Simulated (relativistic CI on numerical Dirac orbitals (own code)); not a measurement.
# Co2+: what numerical and physical settings do to a radial Dirac CI calculation

Reference input:

```
atom Co  Z=27  charge=2  electrons=25
nucleus A=59  rms_radius_fm=3.7875
hamiltonian dirac-coulomb  breit=on  qed=on  c_scale=1
orbitals kli  potential=per-configuration
slater_scale 1
correlation none
mixing on
grid step=0.0125 r_max=49.7
scf mixing=0.4 start=green max_iterations=150 tolerance=2e-08 node_fill=0.05
configurations
  [Ar] 3d7
  [Ar] 3d6 4s
  [Ar] 3d6 4p
  [Ar] 3d5 4s2
  [Ne] 3s2 3p5 3d8
end
```

Computed lowest total energy -1390.38920 Ha, first excitation 808.0 cm⁻¹, 59 SCF steps. Runs with settings changed; * marks those that are bad on purpose:

```tsv
Changed	Outcome	Lowest level	ΔE (Ha)	First excitation (cm⁻¹)	SCF steps	Message
node fill of the KLI weights 0.5, iteration limit 30	converged	3p6 3d7 4F_9/2	0.0247	879.9	62	
node fill of the KLI weights 0.01, Breit term off	converged	3p6 3d7 4F_9/2	-0.531	835.2	59	
start potential bare, SCF mixing 0.2, QED terms off	converged	3p6 3d7 4F_9/2	-0.356	804.5	121	
grid step 0.04, SCF tolerance 1e-10, iteration limit 20	converged	3p6 3d7 4F_9/2	0.000233	808.0	69	
iteration limit 4 *	not converged				4	SCF of 1s2 2s2 2p6 3s2 3p6 3d7 did not converge
node fill of the KLI weights 5 *	converged	3p6 3d7 4F_9/2	0.248	1053.6	63
```

With so few configurations and no correlation, terms lie too far apart (by 10 to 50 % near neutrality), their order can be wrong, and levels of other configurations are missing.
